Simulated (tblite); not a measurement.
Input of a run (GFN2-xTB geometry optimisation, gas phase (tblite 0.8.0)), started from a force field or distance geometry:
```
{"job": {"kind": "relax", "xc": "GFN2-xTB", "basis": "xTB"}, "charge": 0, "multiplicity": 1}
C     -2.913400     2.077500    -0.362900
C     -2.428800     0.889400    -0.032800
C     -1.031500     0.593000    -0.143900
C      0.057100     1.324700    -0.588400
C      1.155400     0.447500    -0.446500
S      2.781900     0.883300    -0.875300
Si     3.991900    -0.830800    -0.469000
N      0.808800    -0.736700     0.026700
N     -0.526000    -0.639900     0.204300
C     -1.247700    -1.784100     0.726700
H     -2.312400     2.887300    -0.747900
H     -3.988100     2.276900    -0.257200
H     -3.117200     0.133900     0.363800
H      0.070900     2.335200    -0.942100
H      3.955700    -1.171100     0.982400
H      5.395900    -0.500100    -0.799500
H      3.586000    -1.982600    -1.309500
H     -1.717200    -1.504800     1.665900
H     -1.990600    -2.086800    -0.008400
H     -0.535800    -2.601100     0.902100
```

Output (eV, eV/Å):
```
step      E/eV     max force
  0    -782.70186    1.432
  1    -782.78167    0.589
  2    -782.80790    0.385
  3    -782.81907    0.246
  4    -782.82668    0.223
  5    -782.83278    0.206
  6    -782.83917    0.235
  7    -782.84492    0.222
  8    -782.84955    0.165
  9    -782.85293    0.133
 10    -782.85586    0.135
 11    -782.85892    0.186
 12    -782.86220    0.202
 13    -782.86526    0.146
 14    -782.86754    0.099
 15    -782.86927    0.153
 16    -782.87105    0.157
 17    -782.87312    0.110
 18    -782.87539    0.111
 19    -782.87786    0.132
 20    -782.88070    0.211
 21    -782.88421    0.245
 22    -782.88887    0.210
 23    -782.89533    0.260
 24    -782.90456    0.274
 25    -782.91625    0.296
 26    -782.92664    0.271
 27    -782.93415    0.193
 28    -782.93796    0.112
 29    -782.94075    0.149
 30    -782.94346    0.154
 31    -782.94616    0.158
 32    -782.94847    0.118
 33    -782.95051    0.136
 34    -782.95237    0.129
 35    -782.95400    0.108
 36    -782.95524    0.079
 37    -782.95626    0.078
 38    -782.95722    0.076
 39    -782.95815    0.068
 40    -782.95895    0.065
 41    -782.95970    0.070
 42    -782.96056    0.078
 43    -782.96152    0.087
 44    -782.96238    0.081
 45    -782.96298    0.053
 46    -782.96345    0.049
 47    -782.96394    0.055
 48    -782.96447    0.073
 49    -782.96487    0.059
 50    -782.96507    0.029
 51    -782.96518    0.022
 52    -782.96525    0.021
 53    -782.96534    0.025
 54    -782.96543    0.022
 55    -782.96553    0.020
 56    -782.96565    0.025
 57    -782.96576    0.031
 58    -782.96586    0.024
 59    -782.96592    0.018
 60    -782.96595    0.012
 61    -782.96597    0.014
 62    -782.96600    0.016
 63    -782.96603    0.011
 64    -782.96604    0.009
```

Question: Summarise the run.

Answer: The energy falls by 0.264 eV over 64 L-BFGS steps, the largest force on an atom goes from 1.43 to 0.009 eV/Å, and the atoms move by 0.332 Å rms after alignment. The bond that changes most is Si7–H15 (SiH3 silicon to Si–H hydrogen), which shortens by 0.039 Å. Bonds longer at the end by more than 0.005 Å: 5 of 20; shorter: 11. Among the angles that change most is C5–S6–Si7, from 106.4° to 92.3°. The energy never rose by more than 1e-5 eV on the way. The first step brought 30 % of the lowering.

Question: What are the final bond lengths?

Answer: C1=C2 1.329 Å, C2–C3 1.442 Å, C3–C4 1.390 Å, C4–C5 1.397 Å, C5–S6 1.731 Å, S6–Si7 2.166 Å, C5–N8 1.327 Å, N8–N9 1.336 Å, N9–C10 1.433 Å, C3–N9 1.358 Å, C1–H11 1.076 Å, C1–H12 1.076 Å, C2–H13 1.082 Å, C4–H14 1.069 Å, Si7–H15 1.453 Å, Si7–H16 1.461 Å, Si7–H17 1.453 Å, C10–H18 1.092 Å, C10–H19 1.092 Å, C10–H20 1.088 Å. Numbering counts from 1 in the input's order; the species is `C=Cc1cc(S[SiH3])nn1C`.

Its GFN2-xTB frequencies are all real (lowest 45 cm⁻¹). One conformer, not necessarily the lowest.

Conformer computed: `[CH2:1]=[CH:2][c:3]1[cH:4][c:5]([S:6][SiH3:7])[n:8][n:9]1[CH3:10]`: C1–C2–C3–C4 0°, C4–C5–S6–Si7 180°.
